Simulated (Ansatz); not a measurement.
Relative stability

The two ends of one reaction step of Si2N2H8, singlet (PBE0-D4/def2-TZVP).

A:

```
12
angstrom
Si -0.2672 0.2995 -0.7132
N 0.9152 1.3303 0.4313
N 0.8598 0.1037 -1.8580
H 1.6273 1.4744 -0.2949
H -1.3626 1.3341 -0.7674
Si -1.0166 -1.4340 0.7110
H 0.5664 2.2145 0.7884
H 1.3301 0.7959 1.1877
H 0.8439 -0.5833 -2.5929
H -2.0149 -0.9954 1.7323
H 0.1475 -2.0033 1.4557
H -1.6291 -2.5362 -0.0801
```

B:

```
12
angstrom
Si -0.1087 0.5509 -0.2968
N 0.7359 1.5912 0.7765
N 0.9967 0.0282 -1.4987
H 1.5200 0.6978 -2.0406
H -1.2503 1.4003 -0.7588
Si -0.9765 -1.4222 0.6468
H 0.2486 2.3426 1.2357
H 1.5113 1.2563 1.3250
H 0.8467 -0.8284 -2.0050
H -2.1252 -1.1111 1.5435
H 0.0589 -2.1216 1.4606
H -1.4576 -2.3837 -0.3884
```

Ansatz 0.2.0; basis: def2-TZVPP; cores frozen in the correlated methods. B3LYP uses VWN-RPA correlation.

Which structure is lower at CCSD(T), and by how much? (Judge from chemistry; the value comes from the calculation.)

By the calculation: B, by 46.24 kcal/mol (electronic energy, against the other). By their contacts, A is Si₂N₂H₈ ([NH][SiH]([NH3])[SiH3]) and B is Si₂N₂H₈ ([NH2][SiH]([NH2])[SiH3]).

All methods give the same order:

| method | E(B) − E(A) (kcal/mol) |
| --- | --- |
| SPW92 | -41.98 |
| PBE-D4 | -41.98 |
| BLYP-D4 | -42.69 |
| r2SCAN-D4 | -44.92 |
| B97M-V | -45.19 |
| PBE0-D4 | -45.83 |
| B3LYP-D4 | -45.94 |
| r2SCAN0-D4 | -47.48 |
| BHLYP-D4 | -49.98 |
| CAM-B3LYP-D4 | -48.10 |
| wB97X-V | -48.15 |
| wB97M-V | -46.83 |
| B2PLYP | -45.98 |
| PBE-QIDH | -47.41 |
| RPA on PBE | -45.27 |
| HF | -54.49 |
| MP2 | -45.88 |
| CCSD | -48.11 |
| CCSD(T) | -46.24 |

T1 diagnostic: at most 0.015.

Labels in which every atom is bracketed show which atoms are joined, not bond orders.

For scale, one of the runs: CCSD(T)/def2-TZVPP, 258 basis functions, launched by `ansatz run in.yaml --threads 4 --pin off --events-out ev --progress --plain --max-ram 9574MiB`. Time: 2 min of wall clock on 4 CPU threads of an Arm Neoverse V2; the host was shared. Peak host memory: 5.6 GiB.
